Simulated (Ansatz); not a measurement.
Start from `B[SiH2][SiH](N)F` and change one atom or group to get `N[SiH](F)Cl`.

Ansatz, PBE0-D4/def2-TZVP geometries, multiplicity 1. Each molecule was computed in one conformer, which needn't be the lowest.

| property | `B[SiH2][SiH](N)F` |
| --- | --- |
| HOMO–LUMO gap (ωB97M-V/def2-TZVPP) / eV | 9.19 |
| LUMO energy (ωB97M-V/def2-TZVPP) / eV | -0.59 |
| HOMO energy (B3LYP/def2-TZVPP) / eV | -7.55 |
| zero-point energy (PBE0-D4/def2-TZVP) / kJ/mol | 197.7 |
| LUMO energy (PBE/def2-TZVPP) / eV | -3.41 |
| size of the dipole moment (ωB97M-V/def2-TZVPP) / D | 1.91 |

**Question.** What does the change do to each property? (An estimate is asked.)

**Answer.** Ansatz gave: 
```
                                          property  `N[SiH](F)Cl`  shift
           HOMO–LUMO gap (ωB97M-V/def2-TZVPP) / eV          12.85   3.66
             LUMO energy (ωB97M-V/def2-TZVPP) / eV           2.12   2.71
               HOMO energy (B3LYP/def2-TZVPP) / eV          -8.06  -0.51
    zero-point energy (PBE0-D4/def2-TZVP) / kJ/mol          104.1  -93.6
                 LUMO energy (PBE/def2-TZVPP) / eV          -0.17   3.24
size of the dipole moment (ωB97M-V/def2-TZVPP) / D           2.45   0.54
```

With PBE0 the HOMO falls by 0.58 eV and the LUMO rises by 3.16 eV, so the gap widens by about 3.74 eV. PBE moves the HOMO by -0.23 eV and ωB97M-V by -0.95 eV. The zero-point energy changes by -93.6 kJ/mol with -15 modes. Dipoles are sizes alone; their direction can turn.

B3LYP here is the variant with VWN-RPA as its local correlation; programs differ in this.
